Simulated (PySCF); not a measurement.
Dipole moment and polarisability of `C[SiH2][SeH]`

Species: CH6SeSi.
SMILES with atom numbers: `[CH3:1][SiH2:2][SeH:3]` (hydrogens: H4, H5, H6 on C1; H7, H8 on Si2; H9 on Se3)

Structure used (PBE0-D3(BJ)/def2-SVP), in Å, numbered top down from 1:
```
atom  x, y, z in Å
C1    -1.032    0.624   -0.363
Si2    0.237   -0.649    0.167
Se3    2.074    0.325    1.125
H4    -0.615    1.289   -1.135
H5    -1.927    0.133   -0.779
H6    -1.335    1.242    0.495
H7    -0.295   -1.534    1.246
H8     0.648   -1.491   -0.998
H9     2.450    1.022   -0.116
```

Level: wB97X-D/def2-SVPD (PySCF), static field, nuclei fixed, core orbitals frozen in the response. The polarisability tensor in these axes (au):

```
x   78.97  2.99  7.86
y    2.99 67.15  1.54
z    7.86  1.54 64.73
```

**Question.** What are the eigenvalues, a third of the trace, and Δα (Δα² = ½Σ(αi − αj)² over the three pairs)?

**Answer.** Principal values 61.24, 66.45 and 83.16 au; mean 70.28 au = 10.41 Å³ = 11.59 × 10⁻⁴⁰ C²·m²/J; Δα = 19.83 au (28 % of the mean).

**Question.** What is the dipole moment, and where does it point?

**Answer.** (-1.22, 0.35, -1.10) D, 1.68 D in size, pointing from the negative to the positive side. Measured along this direction, the outermost atoms are Se3 at the negative end and H5 at the positive end.

**Question.** Give the principal axes and the span of the nuclei along them.

**Answer.** Largest value along (0.89, 0.21, 0.40), where the nuclei span 4.37 Å; middle along (-0.20, 0.98, -0.05), 3.00 Å; least along (-0.40, -0.04, 0.92), 2.44 Å. The response follows the extents in order.

**Question.** What would n − 1 = 2πNα be for an ideal gas of these molecules at 400 K and 1 atm, electronic part alone?

**Answer.** N = p/kT = 1.8347 × 10¹⁹ cm⁻³, so n − 1 = 2π × N × 10.41 × 10⁻²⁴ cm³ = 1201 × 10⁻⁶ at long wavelengths, for an ideal gas.

**Question.** Molar refractivity from α?

**Answer.** Lorentz–Lorenz: R = (4π/3)N_A α = 2.5225 cm³/(mol·Å³) × 10.41 Å³ = 26.3 cm³/mol, in the limit of long wavelengths.

Isolated species at its PBE0-D3(BJ)/def2-SVP geometry (one conformer only). The calculation is non-relativistic, for selenium too.
